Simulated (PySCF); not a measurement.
# GaP⁺ at UHF-MP2

Level: UHF-MP2. basis Ga cc-pVDZ-PP with ECP10, P cc-pV(D+d)Z; scalar-relativistic core potentials; PySCF 2.14.

For GaP⁺, the state is ⁴Σ⁻ (quartet), unpaired electrons σ ↑, π ↑↑. The bond length is 2.928 Å, the harmonic wavenumber is 103 cm⁻¹ and the force constant is 0.135 mdyn/Å. The rotational constant Be is 0.09202 cm⁻¹, the anharmonicity ωexe is 1.05 cm⁻¹ and the vibration–rotation constant αe is 0.00123 cm⁻¹. The well depth De to Ga⁺ + P is 0.29 eV and the dissociation energy D0 is 0.29 eV.

Correlated steps freeze 9 core orbitals. The bond is weak. Basis-set superposition, not corrected here, can be much of De in a small basis, most of all at correlated wavefunction levels. Spin–orbit coupling is left out. For an ion De counts to the pair picked by the measured ionisation energies or electron affinities, which need not be the lowest pair at this level. The state is the lowest determinant that a PBE0 search found; another state may lie lower at other levels.
